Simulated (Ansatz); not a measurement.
Steps of a relaxation of CH$_{3}$BClFOSi, SMILES `FC1OB(Cl)[SiH2]1` with RKS PBE-D4/def2-SVP.

```sh
$ ansatz run in.yaml --threads 4 --pin off --events-out ev --progress --plain --max-ram 10444MiB
```

```yaml
crystal:
  periodic: [false, false, false]
  atoms:
    - {symbol: F, position_ang: [1.334100, -1.816400, -0.329200]}
    - {symbol: C, position_ang: [0.979400, -0.432800, -0.201400]}
    - {symbol: O, position_ang: [0.384200, 0.071200, -1.387600]}
    - {symbol: B, position_ang: [-0.819100, 0.604700, -0.876200]}
    - {symbol: Cl, position_ang: [-1.846000, 2.112900, -1.282700]}
    - {symbol: Si, position_ang: [-0.448800, -0.174600, 0.858600]}
    - {symbol: H, position_ang: [1.891400, 0.171700, 0.115500]}
    - {symbol: H, position_ang: [-1.154000, -1.411500, 1.129000]}
    - {symbol: H, position_ang: [-0.232700, 0.828500, 1.957000]}
basis:
  gaussian: {orbitals: def2-SVP}
hamiltonian: {xc: pbe, dispersion: d4}
relax: {f_tol: 0.03, max_steps: 200}
```

Positions (Å) and forces (eV/Å) along the path, 8 of 8 steps:

```xyz
9
step=1 energy=-26898.9828 eV
F     1.334   -1.816   -0.329   -0.105    1.606   -0.293
C     0.979   -0.433   -0.201    2.609   -1.630   -0.179
O     0.384    0.071   -1.388   -0.574    0.938   -1.339
B    -0.819    0.605   -0.876   -0.270    1.627   -0.117
Cl   -1.846    2.113   -1.283    1.247   -1.693   -0.406
Si   -0.449   -0.175    0.859   -2.151    0.758    2.278
H     1.891    0.172    0.116   -0.290   -0.556   -0.808
H    -1.154   -1.411    1.129   -0.387   -0.810    0.590
H    -0.233    0.829    1.957   -0.080   -0.241    0.273
9
step=2 energy=-26899.6405 eV
F     1.339   -1.767   -0.426   -0.295    0.999   -0.031
C     0.969   -0.423   -0.203    2.120   -1.360   -0.399
O     0.373    0.126   -1.387   -0.813    0.758   -0.148
B    -0.783    0.680   -0.818   -0.514    1.053   -0.837
Cl   -1.796    2.062   -1.467    0.989   -1.282    0.136
Si   -0.489   -0.179    0.930   -1.067    0.450    1.129
H     1.916    0.143    0.027   -0.297   -0.182   -0.234
H    -1.176   -1.453    1.249   -0.122   -0.231    0.205
H    -0.265    0.765    2.078   -0.001   -0.205    0.179
9
step=3 energy=-26899.9422 eV
F     1.308   -1.722   -0.529   -0.230    0.341    0.032
C     0.985   -0.416   -0.212    0.780   -0.640   -0.276
O     0.374    0.225   -1.369   -0.378    0.034    0.483
B    -0.791    0.715   -0.804   -0.085    0.533   -0.506
Cl   -1.746    1.957   -1.622    0.100   -0.333    0.081
Si   -0.525   -0.153    0.984   -0.128    0.003    0.212
H     1.945    0.110   -0.012   -0.054    0.085    0.049
H    -1.204   -1.447    1.337    0.013    0.057   -0.018
H    -0.257    0.685    2.210   -0.019   -0.079   -0.057
9
step=4 energy=-26899.8977 eV rejected
F     1.218   -1.718   -0.627    0.257   -0.273   -0.259
C     1.034   -0.446   -0.221   -0.942    0.618    0.773
O     0.419    0.330   -1.289    1.159   -0.271   -1.040
B    -0.744    0.814   -0.828   -0.872   -0.470    1.575
Cl   -1.851    1.815   -1.716   -0.016    0.207   -0.267
Si   -0.495   -0.145    1.014   -0.076    0.426   -0.832
H     1.983    0.055    0.040    0.433   -0.137   -0.141
H    -1.233   -1.399    1.353   -0.073   -0.147    0.017
H    -0.243    0.648    2.255    0.131    0.048    0.173
9
step=5 energy=-26899.9903 eV
F     1.270   -1.720   -0.572   -0.023    0.096    0.007
C     1.013   -0.428   -0.205   -0.040   -0.105   -0.018
O     0.389    0.268   -1.327   -0.006    0.060   -0.001
B    -0.780    0.759   -0.798   -0.103    0.092   -0.036
Cl   -1.797    1.890   -1.676    0.077   -0.135    0.024
Si   -0.521   -0.139    0.992    0.084    0.012   -0.001
H     1.978    0.084    0.003    0.041   -0.024    0.017
H    -1.223   -1.423    1.331   -0.019    0.022   -0.010
H    -0.241    0.661    2.235   -0.010   -0.018    0.017
9
step=6 energy=-26899.9970 eV
F     1.244   -1.713   -0.606   -0.018   -0.017   -0.006
C     1.018   -0.430   -0.204   -0.010    0.121    0.028
O     0.411    0.312   -1.309    0.036   -0.030   -0.018
B    -0.775    0.773   -0.793   -0.056    0.027    0.058
Cl   -1.828    1.835   -1.704    0.032   -0.033   -0.001
Si   -0.509   -0.128    0.999   -0.017   -0.041   -0.047
H     1.995    0.054    0.021    0.023   -0.033   -0.011
H    -1.239   -1.400    1.324   -0.005    0.004    0.005
H    -0.230    0.651    2.255    0.015    0.002   -0.008
9
step=7 energy=-26899.9981 eV
F     1.232   -1.708   -0.608    0.001   -0.034   -0.014
C     1.020   -0.424   -0.201   -0.023    0.064   -0.001
O     0.416    0.323   -1.303    0.033    0.001    0.024
B    -0.773    0.780   -0.788   -0.022   -0.028   -0.002
Cl   -1.835    1.817   -1.714    0.004    0.010   -0.002
Si   -0.509   -0.128    0.999    0.008   -0.009    0.001
H     2.004    0.047    0.022   -0.006   -0.015   -0.006
H    -1.246   -1.397    1.320    0.008    0.005    0.002
H    -0.221    0.645    2.257   -0.003    0.006   -0.003
9
step=8 energy=-26899.9985 eV
F     1.224   -1.707   -0.615   -0.005    0.000    0.001
C     1.020   -0.422   -0.200   -0.001    0.025   -0.015
O     0.422    0.334   -1.298    0.013   -0.008    0.018
B    -0.776    0.777   -0.789    0.012   -0.001    0.001
Cl   -1.837    1.812   -1.717   -0.007    0.008   -0.003
Si   -0.509   -0.130    0.998   -0.006   -0.021   -0.003
H     2.008    0.040    0.027   -0.008   -0.011   -0.005
H    -1.244   -1.398    1.324    0.007   -0.001    0.009
H    -0.221    0.648    2.254   -0.006    0.009   -0.003
```

Run time 13 s (4 threads of an Arm Neoverse V1 on a shared host); peak host memory 0.22 GiB.
